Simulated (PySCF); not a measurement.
**Electronic structure of Cu (copper, neutral) at the UHF level**

Configuration: [Ar] 3d10 4p1, 2P determinant (an excited configuration). All numbers are calculated (PySCF 2.14, scalar relativity through the core potential, in aug-cc-pVQZ-PP with ECP10MDF).

```
Total energy                                                  : -196.059717 hartree
One-electron energy                                           : -354.4965 hartree
Hartree (Coulomb) energy                                      : 176.4060 hartree
Exchange energy                                               : -17.9693 hartree
⟨S²⟩                                                          : 0.7571
⟨L²⟩                                                          : 2.021
Sum of ⟨r⟩                                                    : 20.95 bohr
Sum of ⟨r²⟩                                                   : 48.91 bohr²
Traceless quadrupole moment −½Σ⟨3z² − r²⟩ along its main axis : -12.2 e·bohr²
Time after the integrals                                      : of the order of 9 core-seconds
```

| shell | electrons | mean orbital energy (eV) | spread (eV) | rms radius, mean of both spins (bohr) |
| --- | --- | --- | --- | --- |
| 3s β | 1 | -144.58 | 0 | 0.769 |
| 3s α | 1 | -144.51 | 0 | 0.769 |
| 3p β | 3 | -95.767 | 0.019 | 0.818 |
| 3p α | 3 | -95.698 | 0.126 | 0.818 |
| 3d β | 5 | -15.718 | 0.083 | 1.15 |
| 3d α | 5 | -15.654 | 0.175 | 1.15 |
| 4p α | 1 | -3.425 | 0 | 5.53 |

Energies and moments cover only the electrons outside the core potential.
